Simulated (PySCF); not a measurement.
Molfile (atoms numbered from 1):
```
C6H12O
     RDKit          3D

 19 19  0  0  0  0  0  0  0  0999 V2000
    2.3677   -1.6928   -0.1817 O   0  0  0  0  0  0  0  0  0  0  0  0
    1.8460   -0.4182   -0.4959 C   0  0  0  0  0  0  0  0  0  0  0  0
    0.6005   -0.0630    0.2884 C   0  0  0  0  0  0  0  0  0  0  0  0
   -0.5639   -1.0348    0.0975 C   0  0  0  0  0  0  0  0  0  0  0  0
   -1.7852   -0.2007    0.4565 C   0  0  0  0  0  0  0  0  0  0  0  0
   -1.4944    1.1416   -0.2113 C   0  0  0  0  0  0  0  0  0  0  0  0
    0.0312    1.3202   -0.0983 C   0  0  0  0  0  0  0  0  0  0  0  0
    2.6000   -1.6988    0.7504 H   0  0  0  0  0  0  0  0  0  0  0  0
    1.6042   -0.4517   -1.5630 H   0  0  0  0  0  0  0  0  0  0  0  0
    2.6091    0.3621   -0.3608 H   0  0  0  0  0  0  0  0  0  0  0  0
    0.8639   -0.0480    1.3551 H   0  0  0  0  0  0  0  0  0  0  0  0
   -0.6155   -1.3383   -0.9551 H   0  0  0  0  0  0  0  0  0  0  0  0
   -0.4602   -1.9453    0.6893 H   0  0  0  0  0  0  0  0  0  0  0  0
   -2.7281   -0.6460    0.1318 H   0  0  0  0  0  0  0  0  0  0  0  0
   -1.8403   -0.0770    1.5438 H   0  0  0  0  0  0  0  0  0  0  0  0
   -2.0493    1.9692    0.2347 H   0  0  0  0  0  0  0  0  0  0  0  0
   -1.7876    1.0933   -1.2639 H   0  0  0  0  0  0  0  0  0  0  0  0
    0.2946    2.0719    0.6483 H   0  0  0  0  0  0  0  0  0  0  0  0
    0.4571    1.6629   -1.0460 H   0  0  0  0  0  0  0  0  0  0  0  0
  1  2  1  0
  2  3  1  0
  3  4  1  0
  4  5  1  0
  5  6  1  0
  6  7  1  0
  7  3  1  0
  1  8  1  0
  2  9  1  0
  2 10  1  0
  3 11  1  0
  4 12  1  0
  4 13  1  0
  5 14  1  0
  5 15  1  0
  6 16  1  0
  6 17  1  0
  7 18  1  0
  7 19  1  0
M  END
```

Geometry: PBE0-D3(BJ)/def2-TZVP; GIAO absolute shieldings from PySCF 2.14.0 with density-fitted response routines, gas phase, non-relativistic, averaged over equivalent atoms.

At wB97X-D/pcSseg-2 (420 basis functions, 3.8 min wall time (7.5 min CPU) on 2 threads of an Intel Xeon, shared host):
```tsv
atoms	σ (ppm)
O1	287.9
C2	111.6
C3	136.4
C4/C7	152.7
C5/C6	156.0
H9/H10	28.15
H13/H18	29.73
H11	29.83
H14/H17	30.02
H15/H16	30.08
H12/H19	30.55
H8	31.78
```

Estimate the result of repeating the calculation with B97-2/pcSseg-2.

Answers


```json
{"atoms": "O1", "σ at B97-2/pcSseg-2": "283.8", "change": "-4.1"}
{"atoms": "C2", "σ at B97-2/pcSseg-2": "110.8", "change": "-0.8"}
{"atoms": "C3", "σ at B97-2/pcSseg-2": "135.4", "change": "-1.0"}
{"atoms": "C4/C7", "σ at B97-2/pcSseg-2": "151.6", "change": "-1.1"}
{"atoms": "C5/C6", "σ at B97-2/pcSseg-2": "154.5", "change": "-1.5"}
{"atoms": "H9/H10", "σ at B97-2/pcSseg-2": "28.11", "change": "-0.04"}
{"atoms": "H13/H18", "σ at B97-2/pcSseg-2": "29.71", "change": "-0.02"}
{"atoms": "H11", "σ at B97-2/pcSseg-2": "29.79", "change": "-0.04"}
{"atoms": "H14/H17", "σ at B97-2/pcSseg-2": "29.98", "change": "-0.04"}
{"atoms": "H15/H16", "σ at B97-2/pcSseg-2": "30.04", "change": "-0.04"}
{"atoms": "H12/H19", "σ at B97-2/pcSseg-2": "30.54", "change": "-0.01"}
{"atoms": "H8", "σ at B97-2/pcSseg-2": "31.83", "change": "+0.05"}
```

The largest change is at O1 (alcohol oxygen). Cost: 420 basis functions, 2.8 min wall time (5.5 min CPU) on 2 threads of an Intel Xeon, shared host. The order of the carbon signals is the same at both levels.

The carbons averaged at δ 33.6 differ by 9 ppm in this conformer.
